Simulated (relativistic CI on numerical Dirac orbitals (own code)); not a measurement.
Ag³⁺ (4d8) in a crystal field

Calculated by Dirac-Coulomb-Breit CI, KLI orbitals optimised for each configuration, a model potential for QED, valence Slater integrals scaled by 0.85, one configuration in a parametric crystal field (own radial code).

Field parameters in Wybourne normalisation: D3d B²₀ = −7Dσ, B⁴₀ = −14Dq − 21Dτ, B⁴₃ = −14√(10/7) Dq; D4h B²₀ = −7Ds, B⁴₀ = 21(Dq − Dt), B⁴₄ = 21√(5/14) Dq; Td as Oh with Dq negative (B⁴₀ = 21Dq, B⁴₄ = √(5/14) B⁴₀). The field is a parameter set, without covalency.

S is read from ⟨S²⟩ = S(S + 1).

Powder χT (cm³ K mol⁻¹) by Van Vleck's formula, with temperature-independent terms:

| Field | 2 K | 5 K | 10 K | 20 K | 50 K | 100 K | 200 K | 300 K |
| --- | --- | --- | --- | --- | --- | --- | --- | --- |
| D3d, 10Dq = 12450, Dσ = 1070, Dτ = 350 cm⁻¹ | 0.877 | 0.937 | 1.04 | 1.21 | 1.45 | 1.53 | 1.57 | 1.59 |
| D3d, 10Dq = 15050, Dσ = -170, Dτ = 210 cm⁻¹ | 0.515 | 1.08 | 1.35 | 1.44 | 1.47 | 1.48 | 1.49 | 1.5 |
| D3d, 10Dq = 37550, Dσ = -140, Dτ = -50 cm⁻¹ | 1.19 | 1.2 | 1.2 | 1.21 | 1.21 | 1.21 | 1.22 | 1.22 |
| D4h, 10Dq = 11700, Ds = -980, Dt = 920 cm⁻¹ | 0.0272 | 0.0681 | 0.136 | 0.272 | 0.681 | 1.31 | 1.97 | 2.18 |
| D4h, 10Dq = 20650, Ds = 550, Dt = -310 cm⁻¹ | 0.84 | 1.04 | 1.21 | 1.3 | 1.33 | 1.34 | 1.35 | 1.36 |
| D4h, 10Dq = 27350, Ds = 260, Dt = 1000 cm⁻¹ | 0.116 | 0.29 | 0.577 | 0.997 | 1.31 | 1.36 | 1.38 | 1.39 |
| Td, 10Dq = -5750 cm⁻¹ | 0.0117 | 0.0292 | 0.0584 | 0.117 | 0.292 | 0.584 | 1.16 | 1.69 |
| Td, 10Dq = -19200 cm⁻¹ | 0.00722 | 0.0181 | 0.0361 | 0.0722 | 0.181 | 0.361 | 0.722 | 1.07 |

Task: For D3d, 10Dq = 12450, Dσ = 1070, Dτ = 350 cm⁻¹: what effective moment follows at 300 K?

Result: μ_eff = √(8χT) = 3.56 μB. The ground level has S = 1.00; the spin-only moment for S = 1 is 2.83 μB. The difference comes from the orbital moment, spin-orbit mixing of terms and temperature-independent paramagnetism, all larger in this ionic model than in covalent complexes.
